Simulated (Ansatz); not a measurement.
C2H2N2Si, SMILES `N#C[SiH2]C#N`. The species carries charge 0 and has multiplicity 1.

Cartesian coordinates in Å:
```
N 0.114 -2.449 1.107
C 0.193 -1.354 0.761
Si 0.347 0.402 0.238
C -0.801 0.649 -1.178
N -1.512 0.829 -2.065
H -0.069 1.274 1.352
H 1.728 0.650 -0.214
```

Question: What are the harmonic wavenumbers in cm⁻¹ at PBE0-D4/def2-TZVP (Ansatz, finite differences of forces, unscaled)? (Best estimate.)

Answer: Computed: 100, 240, 260, 264, 408, 598, 616, 644, 729, 844, 927, 2291, 2303, 2342, 2344.

Question: Is this a minimum?

Answer: Yes, all 15 modes are real.

Question: Give the ideal-gas thermochemistry at 298.15 K and 1 bar (rigid rotor, harmonic oscillator; point group C2v, symmetry number 2).

Answer: Zero-point energy 89.2 kJ/mol; H(298) − E = 107.4 kJ/mol; entropy 316.0 J/(mol·K), of which translation 163.8, rotation 104.9, vibration 47.3; G(298) − E = 13.1 kJ/mol.

Question: And at 400, 500, 600, 800 and 1000 K?

Answer: 
```
T (K)  H − E (kJ/mol)  S (J/mol/K)  G − E (kJ/mol)
  400           117.1        344.1           -20.5
  500           127.7        367.7           -56.2
  600           139.0        388.3           -94.0
  800           163.3        423.2          -175.3
 1000           189.4        452.3          -262.9
```
